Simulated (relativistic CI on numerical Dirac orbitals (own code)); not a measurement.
## Slater and spin-orbit integrals, Zr XXXI

Calculated at this level of theory: Dirac-Coulomb-Breit CI, KLI orbitals optimised for each configuration, QED by a radiative potential, unscaled Slater integrals (own radial code, finite nucleus).

Slater integrals F^k, G^k are unscaled and averaged over j, outside the closed core 1s2; ζ comes from projecting the Hamiltonian with its Breit term on Σ l·s of the shell.

- 2s2 2p5 3s: ζ(2p) = 472880, G^1(2p,3s) = 70167 cm⁻¹; <r>(2p) = 0.1368, <r^2>(2p) = 0.02273, <r>(3s) = 0.3814, <r^2>(3s) = 0.1654 (bohr units).
- 2s2 2p5 3p: ζ(2p) = 472600, F^2(2p,3p) = 182760, G^0(2p,3p) = 72351, G^2(2p,3p) = 79790, ζ(3p) = 119850 cm⁻¹; <r>(2p) = 0.1369, <r^2>(2p) = 0.02277, <r>(3p) = 0.3681, <r^2>(3p) = 0.1561 (bohr units).
- 2s2 2p5 3d: ζ(2p) = 473140, F^2(2p,3d) = 241060, G^1(2p,3d) = 227250, G^3(2p,3d) = 131390, ζ(3d) = 15455 cm⁻¹; <r>(2p) = 0.1369, <r^2>(2p) = 0.02278, <r>(3d) = 0.323, <r^2>(3d) = 0.12 (bohr units).

Averages of the first 10 configurations, taken without configuration mixing, which lowers the lowest level and can move excited configurations by several eV; other configurations of the list can lie among them:

```json
{"Configuration": "2s2 2p6", "Parity": "even", "States": "1", "Average energy above the lowest level (eV)": "0.0"}
{"Configuration": "2s2 2p5 3s", "Parity": "odd", "States": "12", "Average energy above the lowest level (eV)": "2150.3"}
{"Configuration": "2s2 2p5 3p", "Parity": "even", "States": "36", "Average energy above the lowest level (eV)": "2227.2"}
{"Configuration": "2s2 2p5 3d", "Parity": "odd", "States": "60", "Average energy above the lowest level (eV)": "2316.1"}
{"Configuration": "2s 2p6 3s", "Parity": "even", "States": "4", "Average energy above the lowest level (eV)": "2421.5"}
{"Configuration": "2s 2p6 3p", "Parity": "odd", "States": "12", "Average energy above the lowest level (eV)": "2496.1"}
{"Configuration": "2s 2p6 3d", "Parity": "even", "States": "20", "Average energy above the lowest level (eV)": "2584.8"}
{"Configuration": "2s2 2p5 4s", "Parity": "odd", "States": "12", "Average energy above the lowest level (eV)": "2910.6"}
{"Configuration": "2s2 2p5 4p", "Parity": "even", "States": "36", "Average energy above the lowest level (eV)": "2942.1"}
{"Configuration": "2s2 2p5 4d", "Parity": "odd", "States": "60", "Average energy above the lowest level (eV)": "2976.0"}
```
